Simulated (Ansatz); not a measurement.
Species: RuF₃, charge 0, multiplicity 4. SMILES: [F][Ru]([F])[F]
Coordinates optimised at B3LYP-D3(BJ)/def2-TZVP (Ansatz, a quantum-chemistry and plane-wave program):
```
Ru
F 1 1.8530
F 1 1.8530 2 162.85
F 1 1.8685 2 98.57 3 -180.00
```
Charge 0, spin multiplicity 4.

Wanted: atomisation energy, in kcal/mol. Terms: no dispersion term unless named; no spin-orbit coupling; 6-31G* and kin with 6d, 5d where marked; atomisation electronic, to ground-state atoms; UHF or UKS for open shells; def2 sets with scalar-relativistic core potentials past Kr; LANL2DZ with its own core potentials from Na on. First-principles rows: single points at B3LYP-D3(BJ) geometries (Ansatz). The spin state of an ion or metal species was assumed, not searched.

```csv
species,coefficient,"E at B3LYP/6-31G* with LANL2DZ past Ar (Ansatz), Eh","E at PBE0/def2-TZVPD (Ansatz), Eh"
[F][Ru]([F])[F] (quartet),-1,-393.38579,-394.28540
F atom,+3,-99.71553,-99.67703
Ru atom,+1,-93.78887,-94.79423
```

 1 Eh = 627.5095 kcal/mol.

**Question.** Work the quantity out at each level.

**Answer.** 
- B3LYP/6-31G* with LANL2DZ past Ar: the sum of coefficient times E is 0.45033 Eh, or 282.59 kcal/mol. Result: 282.6 kcal/mol.
- PBE0/def2-TZVPD: the sum of coefficient times E is 0.46008 Eh, or 288.70 kcal/mol. Result: 288.7 kcal/mol.
